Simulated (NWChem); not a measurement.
Molecule: CH$_{3}$ClOSi; SMILES O=C[SiH2]Cl

```xyz
7

O      0.1607    -2.5572     0.0000
C      0.5933    -1.4195     0.0000
Si    -0.6828     0.0455     0.0000
Cl     0.3092     1.8777     0.0000
H      1.7106    -1.2093     0.0000
H     -1.5310    -0.0747    -1.2310
H     -1.5310    -0.0747     1.2310
```
Atoms are numbered in this order, from 1.

All runs: NWChem. Pople sets run with spherical d functions. All runs use the structure optimised with PBE-D3(BJ)/def2-SVP. Atomic charges in e: unrestrained fits to the electrostatic potential beside Mulliken populations; buried atoms are poorly determined by the fit.

For level B3LYP/def2-SVP:

| Quantity | Value |
|---|---|
| Mulliken O1 | -0.20 |
| ESP Si3 | 0.34 |
| Mulliken Si3 | 0.54 |
| Mulliken Cl4 | -0.25 |

### Question
What are these values for level Hartree-Fock/6-31G*?

### Answer
The Mulliken O1 comes out as -0.46. The ESP Si3 comes out as 0.56 and the Mulliken Si3 comes out as 0.81. The Mulliken Cl4 comes out as -0.37.
